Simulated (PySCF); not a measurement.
## Structure elucidation problem

An unknown has the formula C$_{5}$H$_{9}$NOSi. Its calculated NMR data are:

¹H NMR (300 MHz, computed): δ 6.92 (m, 1H), 5.36 (m, 1H), 4.63 (q, 2H), 3.60 (br s, 2H), 0.29 (t, 3H).

¹³C{¹H} NMR (computed): δ 167.5, 143.8, 132.4, 89.3, -5.2.

PySCF calculation with GIAO PBE0/pcSseg-1 shieldings and geometry: GFN2-xTB; fast rotation and ring inversion assumed for equivalent nuclei, non-relativistic, one conformer, in vacuum.

δ = σ(ref) − σ, references computed at the same level: ¹H and ¹³C against TMS.

Problem. Which of these isomers gave the spectra?
A. C[SiH2]c1ccc(N)o1
B. CO[C@@H]1C[C@]1([SiH3])C#N
C. Cn1ccc(O[SiH3])c1
D. N#C[C@H]1CC[SiH2]OC1

Solution. A. 

1. The formula gives 3 degrees of unsaturation (1 ring in the answer).
2. 5 carbon signals for 5 carbons: no two carbons are equivalent.
3. Carbon types of the structure: 2 × C, 2 × CH, 1 × CH3, leaving 4 H on heteroatoms.
4. δC 167.5: aromatic carbon bearing nitrogen; σ withdrawal by the attached heteroatom moves it downfield of the ring CH carbons.
5. δC 143.8: substituted aromatic carbon next to the ring oxygen.
6. δC 132.4, 89.3: aromatic CH.
7. δC -5.2: methyl carbon bonded to Si; an electropositive neighbour leaves it electron-rich and shielded.
8. δH 3.60: hydrogen on an aniline-type nitrogen; exchangeable, gas-phase position.

The others: N#C[C@H]1CC[SiH2]OC1 would give 9 signals for carbon-bound and other non-exchanging H, not 4; Cn1ccc(O[SiH3])c1 would give 5 signals for carbon-bound and other non-exchanging H, not 4; CO[C@@H]1C[C@]1([SiH3])C#N would give 5 signals for carbon-bound and other non-exchanging H, not 4.

The OH or NH signal is concentration- and solvent-dependent in practice; the value given is the gas-phase one. Shifts are as computed. Against solution values, carbons near 30 ppm lie about +3 ppm off and those near 130 ppm about +5 ppm. Of 1211 compounds with measured shifts, 218 miss one by over three times the rms of a fit or turn the order of signals round; such compounds aren't used in these exercises. No couplings were computed; multiplicities are counted from neighbouring protons, with m where these are inequivalent, close in shift, in a saturated or five-membered ring or joined by F or P, and br s for small geminal =CH2 splittings.
